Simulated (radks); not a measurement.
Problem. F6+, configuration [He] 2s1. All-electron calculation, non-relativistic Kohn-Sham, XLYP, spin-polarised, spherical densities, point nucleus; open shells are filled with parallel spins first. Program: a radial shooting solver on a logarithmic mesh with Libxc functionals. Some entries of the table are withheld. Estimate them.

orbital,occ.,eigenvalue (hartree),<1/r> (bohr^-1)
1s up,1,-31.56637,8.667
1s down,1,-31.50207,8.661
2s up,1,(1),1.902
2p up,0,-5.86356,1.829
3s up,0,-2.52924,0.7996

Solution. 
(1) 2s up eigenvalue (hartree): -6.38563
